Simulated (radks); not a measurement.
Al, 13 electrons, occupied as [Ne] 3s2 3p1. All-electron calculation, scalar-relativistic Kohn-Sham, PBE, spin-polarised, spherical densities, point nucleus; open shells are filled with parallel spins first; hard spherical wall at 1.5 bohr. Program: a radial shooting solver on a logarithmic mesh with Libxc functionals.

Unscreened Slater integrals over Kohn-Sham orbitals (hartree). They are taken over the spin-up orbitals. Empty in this configuration: 3d.

integral,value
"F0(3p,3p)",1.1121
"F2(3p,3p)",0.49922
"F0(3p,3s)",1.0699
"G1(3p,3s)",0.60549
"F0(3p,2p)",1.2684
"F2(3p,2p)",0.48989
"G0(3p,2p)",0.22454
"G2(3p,2p)",0.26945
"F0(3p,2s)",1.2254
"G1(3p,2s)",0.19497
"F0(3p,3d)",1.0034
"F2(3p,3d)",0.47136
"G1(3p,3d)",0.34194
"G3(3p,3d)",0.29110
"F0(3s,3s)",1.0424
"F0(3s,2p)",1.2136
"G1(3s,2p)",0.23509
"F0(3s,2s)",1.1861
"G0(3s,2s)",0.17131
"F0(3s,3d)",0.98980
"G2(3s,3d)",0.30823
"F0(2p,2p)",1.5495
"F2(2p,2p)",0.72291
"F0(2p,2s)",1.4938
"G1(2p,2s)",0.91479
"F0(2p,3d)",1.1258
"F2(2p,3d)",0.47962
"G1(2p,3d)",0.53152
"G3(2p,3d)",0.32087
"F0(2s,2s)",1.4563
"F0(2s,3d)",1.1193
"G2(2s,3d)",0.44337
"F0(3d,3d)",0.99890
"F2(3d,3d)",0.60542
"F4(3d,3d)",0.42247

Derived for the open shells (J is the average intra-shell exchange parameter used in DFT+U). 3p: J = F2/5 = 0.09984 hartree.
